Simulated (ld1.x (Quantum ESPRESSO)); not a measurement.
silver (Ag): one change to a TM potential, before and after

| Property | Result |
| --- | --- |
| Element | Ag (Z = 47) |
| Generator | ld1.x (Quantum ESPRESSO) 7.5 |
| Type | norm-conserving Troullier–Martins (Kleinman–Bylander form) |
| Functional | PBE |
| Relativity | scalar-relativistic |
| Frozen core | [Kr] |
| Valence charge | 11 |
| Reference configuration | 4d9.5 5s0 5p0 (charge +1.5) |
| Partial waves | 5s (bound, empty): rc 1.90 bohr; 5p (bound, empty): rc 2.20 bohr; 4d (bound): rc 1.55 bohr |
| Local potential | all-electron potential smoothed inside 1.75 bohr (lloc = -1) |
| Core correction | none |

All-electron outer shells of the reference configuration (PBE, scalar-relativistic, ld1.x):

```csv
shell,level (eV),outermost node (bohr),outermost maximum (bohr)
4p,-73.66,0.44,0.87
4d,-22.04,0.43,1.03
5s,-15.88,1.10,2.28
5p,-10.13,1.23,2.86
```

Change: all radii scaled by about 0.83 (s 1.58, p 1.82, d 1.28 bohr); local potential all-electron potential smoothed inside 1.46 bohr (lloc = -1).

Cutoffs: the cutoffs (Ry, on a coarse ladder) from which the occupation-weighted sum of valence levels, in a spherical-Bessel basis at the reference potential, stays within 10 and 1 mRy of its value at 400 Ry; they do not see the model core or the augmentation charge, which bear on the density cutoff. Errors are all-electron minus pseudo energies relative to the spin-unpolarised reference configuration.

Q: What does the change do?

A: The potential gets neither clearly harder nor softer (70 Ry and 110 Ry → 80 Ry and 100 Ry); the bound ghosts move from s to p, s; of the 7 tests that both files solve, the error grows in 2 and shrinks in 4 by more than 15 % and 0.3 meV (median size 16.5 → 26.0 meV).

```csv
quantity,base,changed
"cutoff, loose",70 Ry,80 Ry
"cutoff, tight",110 Ry,100 Ry
bound ghosts,s,"s, p"
"error for 4d10 5s1 5p0, meV [ΔE -17.16 eV]",+36,+27
"error for 4d10 5s0 5p0, meV [ΔE -9.40 eV]",-4.0,-2.6
"error for 4d9 5s0 5p0, meV [ΔE 12.71 eV]",-10,-8.4
"error for 4d9 5s1 5p0, meV [ΔE -4.00 eV]",-17,-7.5
"error for 4d10 5s0 5p1, meV [ΔE -13.29 eV]",+27,-67
"error for 4d9 5s2 5p0, meV [ΔE -13.08 eV]",+8.2,+26
"error for 4d7 5s0 5p0, meV [ΔE 100.62 eV]",-477,-421
```

Base: These tests converged, but a pseudo level misses the all-electron one widely, so the file describes the atom poorly there or has found another state: 4d7 5s0 5p0: empty 5p by 4.8 eV (a node warning on the way). A true bound ghost makes a file unfit for plane-wave use even where its test errors are small: the radial tests pick states by their node count and pass the ghost by.
